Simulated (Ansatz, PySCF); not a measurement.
Pair of molecules: F2H2Si (SMILES F[SiH2]F) (first 5 atoms) with HF (SMILES F); geometry from B3LYP-D3(BJ)/def2-TZVP, rigid monomers moved along the line of their centres of mass till F3···H7 is 2.14 Å.
(charge 0, multiplicity 1):
```xyz
7

F      0.6569     0.0164    -1.4508
Si     0.0794    -0.3877    -0.0273
F      0.6496     0.6904     1.0242
H     -1.3818    -0.2644    -0.0483
H      0.6058    -1.7036     0.3495
F     -0.4124    -0.0257     3.7066
H      0.0650     0.4528     3.0670
```

Interaction energies are E(AB) − E(A) − E(B) at the monomers' geometry in the complex; basis-set methods are counterpoise corrected. Rows marked so take none.

Rows in 6-31G*, STO-3G carry no dispersion term and start afresh at each structure (6-31G* with six Cartesian d functions).

Run with Ansatz (a quantum-chemistry and plane-wave program); PySCF for 6-31G* rows, STO-3G rows, the dispersion terms. Each number belongs to the level named beside it.

Task: One of these levels gives -242.3 meV for the interaction energy. Name it.
A) M06-2X/6-31G* (no counterpoise)
B) BP86/6-31G* (no counterpoise)
C) PBE0-D4/def2-TZVPPD
D) HF/STO-3G (no counterpoise)

Result: A, M06-2X/6-31G* (no counterpoise). The others give -118.6 (HF/STO-3G (no counterpoise)), -212.7 (BP86/6-31G* (no counterpoise)), -154.0 (PBE0-D4/def2-TZVPPD)
